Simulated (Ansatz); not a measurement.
C$_{2}$F$_{6}$, triplet, at the geometry of the source list (a higher spin typed on purpose: for a closed-shell molecule this is an excited state); B3LYP/cc-pVDZ (Ansatz, an electronic-structure program).

Ansatz was given this input:
Ansatz 0.2 input:
```yaml
crystal:
  periodic: [false, false, false]
  atoms:
    - {symbol: F, position_ang: [1.39660000, -0.29340000, -1.02660000]}
    - {symbol: C, position_ang: [0.76480000, -0.07020000, 0.11950000]}
    - {symbol: F, position_ang: [1.25550000, 1.03900000, 0.65930000]}
    - {symbol: F, position_ang: [1.01660000, -1.08260000, 0.94070000]}
    - {symbol: C, position_ang: [-0.76480000, 0.07020000, -0.11950000]}
    - {symbol: F, position_ang: [-1.01670000, 1.08270000, -0.94060000]}
    - {symbol: F, position_ang: [-1.25550000, -1.03900000, -0.65940000]}
    - {symbol: F, position_ang: [-1.39660000, 0.29330000, 1.02660000]}
basis:
  gaussian:
    orbitals: cc-pVDZ
    final_grid: {core_spheres: 4, valence_spheres: 8, degree: 17}
hamiltonian:
  xc: b3lyp
magnetization: {spin_polarized: true, initial_magnetization: 2}
```

Output, abridged:

```
Functional definition: B3LYP
1028 factors; integrals over basis functions are off by at most 7.9e-4 eV
mean field evaluation 1: about -18362.0354 eV, gradient 3.2e1 eV
mean field evaluation 2: about -18358.2676 eV, gradient 4.8e1 eV
mean field evaluation 4: about -18364.8093 eV, gradient 2.4e0 eV
mean field evaluation 8: about -18365.1218 eV, gradient 1.2e-1 eV
mean field evaluation 16: about -18365.1219 eV, gradient 1.8e-3 eV
mean field evaluation 32: about -18365.1226 eV, gradient 1.3e-2 eV
mean field evaluation 64: about -18365.1225 eV, gradient 2.3e-2 eV
mean field -18365.12260982 eV, -674.9058075836 hartree, gradient 3.0e-6 eV, S^2 2.002924; 2 other end points of the search recorded, 0 dependent functions left out
reference -18365.12274327 eV, -674.9058124878 hartree; 34, 32 occupied and 78, 80 virtual orbitals, 1028 factors
Total energy: -18365.12274327 eV, -674.9058124878 hartree
```
